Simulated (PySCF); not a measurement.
Start geometry of `CO[C@](C)(F)CF` from GFN2-xTB (Å):
```
atom  x, y, z in Å
C1     2.0263   -0.2764    0.1262
O2     0.7357   -0.8623    0.1974
C3    -0.3152   -0.1229   -0.3057
C4    -1.5756   -0.9703   -0.2230
F5    -0.0570    0.1496   -1.6526
C6    -0.4751    1.2379    0.4034
F7    -1.7343    1.7401    0.2322
H8     2.7195   -1.0770    0.3739
H9     2.2370    0.0893   -0.8811
H10    2.1383    0.5389    0.8468
H11   -2.3990   -0.4462   -0.6990
H12   -1.8109   -1.1604    0.8192
H13   -1.3961   -1.9132   -0.7312
H14   -0.3197    1.1058    1.4790
H15    0.2218    1.9750   -0.0073
```

Task: What comes out of this run: PBE0-D3(BJ)/def2-SVP geometry optimisation, gas phase in PySCF?

Result: 
```
atom  x, y, z in Å
C1     2.0167   -0.2350    0.0262
O2     0.7506   -0.7722    0.3294
C3    -0.3501   -0.1697   -0.2429
C4    -1.5618   -0.9960    0.1015
F5    -0.2060   -0.1675   -1.6217
C6    -0.4788    1.2877    0.1877
F7    -1.6778    1.8036   -0.2186
H8     2.7586   -0.9916    0.3138
H9     2.1191   -0.0303   -1.0510
H10    2.2310    0.6878    0.5946
H11   -2.4556   -0.5509   -0.3518
H12   -1.6892   -1.0458    1.1912
H13   -1.4106   -2.0118   -0.2864
H14   -0.4101    1.3418    1.2870
H15    0.3324    1.8840   -0.2601
```

The energy falls by 1.3 kcal/mol over 7 energy and gradient evaluations, the largest force component goes from 0.0138 to 2.1e-04 Eh/bohr, and the atoms move by 0.106 Å rms after alignment. The bond that changes most is C3–C6 (both ends sp3 C–F carbon), which shortens by 0.018 Å. Bonds longer at the end by more than 0.005 Å: 8 of 14; shorter: 4. Among the angles that change most is F7–C6–H14, from 107.3° to 109.4°. Among the dihedrals that turn most is C4–C3–C6–H15, from -156° to -169°. Rotational constants go from 3719, 1985, 1760 to 3735, 2023, 1786 MHz. The orientation of the end geometry is arbitrary; only internal coordinates are fixed.

The run used 138 basis functions and 43 SCF cycles in all.

PBE0-D3(BJ)/def2-SVP frequencies: not computed here. The numbers are those of one conformer.
